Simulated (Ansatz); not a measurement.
`[SH][AlH][Br]` + `[OH]`• → `[SH][Al][Br]`• + H₂O  (hydrogen abstraction from the Al–H bond)

Calculated with Ansatz (gas phase, PBE0-D4/def2-TZVP geometries, no zero-point term in ΔE). CCSD(T)/CBS is the MP2 limit (def2-TZVPP, def2-QZVPP) plus CCSD(T) − MP2 in def2-TZVPP, frozen cores. This one scheme is used for every species. Functionals use def2-TZVPP. B3LYP here is the variant with VWN-RPA as its local correlation; programs differ in this. Open shells (•) are unrestricted, without spin–orbit coupling. For Br outer-core shells are correlated without core-valence functions, which leaves a few kJ/mol of doubt a bond. Scalar relativity is left out up to krypton. Each species was taken in one conformer, which may not be the lowest.

`[SH][AlH][Br]`:

```xyz
5

S     1.277   -0.706   -0.892
Al   -0.406   -0.279    0.410
Br   -1.178    1.835    0.526
H     1.380    0.572   -1.299
H    -1.073   -1.421    1.254
```

`[OH]`•:

```xyz
2

O     0.248    0.413   -0.066
H    -0.248   -0.413    0.066
```

`[SH][Al][Br]`•:

Z-matrix (Å, degrees):
```
S
Al 1 2.193
H 1 1.345 2 93.0
Br 2 2.270 1 115.4 3 -180.0
```

H₂O:

Z-matrix (Å, degrees):
```
O
H 1 0.960
H 1 0.960 2 105.1
```

CCSD(T)/CBS gives -163.8 kJ/mol.

Task: Another level gave -174.8 kJ/mol. Which?
A. B3LYP-D4/def2-TZVPP
B. BLYP/def2-TZVPP
C. BHLYP/def2-TZVPP
D. revPBE-D4/def2-TZVPP

Result: D. revPBE-D4 -174.8, B3LYP-D4 -158.4, BLYP -168.5, BHLYP -133.7 kJ/mol.

Largest T1 diagnostic among the species: 0.012.

At CCSD(T), def2-SVP lies +28.3 kJ/mol from the extrapolated value and def2-TZVPP +8.8 kJ/mol. From r2SCAN to r2SCAN0 (25 % exact exchange), in def2-TZVPP and without D4, ΔE moves by +10.4 kJ/mol. Leaving LDA and LC-ωPBE aside and taking each functional with its dispersion term where it has one, the values, not all of them listed here, spread over 49.9 kJ/mol, from PBE-D4 to BHLYP-D4. LDA lies −39.4 kJ/mol from PBE without D4.
